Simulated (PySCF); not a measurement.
# V: excitation energy

V [Ar] 3d3 4s2 (4F) → V [Ar] 3d3 4s1 4p1 (high-spin determinant), as a difference of total energies. All numbers are calculated (PySCF 2.14, no relativity, point nucleus, in aug-cc-pVDZ (7s6p4d2f, 59 functions)). Correlated levels: valence: [Ar] frozen. The calculations carry no spin-orbit coupling.

```json
{"method": "UHF", "excitation energy (cm⁻¹)": "8277.3"}
{"method": "MP2 (valence)", "excitation energy (cm⁻¹)": "13915"}
{"method": "SCS-MP2 (valence)", "excitation energy (cm⁻¹)": "15870"}
{"method": "CCSD (valence)", "excitation energy (cm⁻¹)": "15460"}
{"method": "CCSD(T) (valence)", "excitation energy (cm⁻¹)": "15743"}
```

The determinant of the upper state mixes LS terms, which raises its energy above the lowest term, most at the Hartree-Fock and MP2 levels.
